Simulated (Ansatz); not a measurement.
Stepwise reaction of `[SiH3]OB(O[SiH3])O[SiH3]` with ammonia, as a gas-phase model of exchange steps in deposition or etching. ΔE in kJ/mol.

Gas-phase electronic energies from Ansatz, PBE0-D4/def2-TZVP geometries. CBS: MP2 limit from def2 TZ/QZ plus the TZ coupled-cluster correction, frozen cores. This one scheme is used for every species. DFT in def2-TZVPP. B3LYP here is the variant with VWN-RPA as its local correlation; programs differ in this. One conformer a species, not always the lowest.

```tsv
step	reaction	PBE-D4	B3LYP-D4	ωB97M-V	CCSD(T)/CBS
1	`[SiH3]OB(O[SiH3])O[SiH3]` + NH₃ → `NB(O[SiH3])O[SiH3]` + `O[SiH3]`	34.1	40.2	38.7	41.7
3	`NB(N)O[SiH3]` + NH₃ → `NB(N)N` + `O[SiH3]`	43.0	48.2	45.1	45.9
```

**Question.** Give the row of step 2, `NB(O[SiH3])O[SiH3]` + NH₃ → `NB(N)O[SiH3]` + `O[SiH3]`. (Estimate.)

**Answer.** Ansatz gave: 
| step | reaction | PBE-D4 | B3LYP-D4 | ωB97M-V | CCSD(T)/CBS |
| --- | --- | --- | --- | --- | --- |
| 2 | `NB(O[SiH3])O[SiH3]` + NH₃ → `NB(N)O[SiH3]` + `O[SiH3]` | 34.0 | 40.3 | 37.0 | 37.6 |

**Question.** By hand: ΔE of the 3 steps together at CCSD(T)/CBS.

**Answer.** (41.7) + (37.6) + (45.9) = 125.2 kJ/mol, or 41.7 kJ/mol a step.

In ΔE step 2 is the lowest and step 3 the highest. All are uphill at CCSD(T)/CBS. PBE-D4 differs from CCSD(T)/CBS by -7.6 to -2.9 kJ/mol a step. Isolated molecules leave out the surface, adducts and barriers. Largest T1 diagnostic: 0.012.
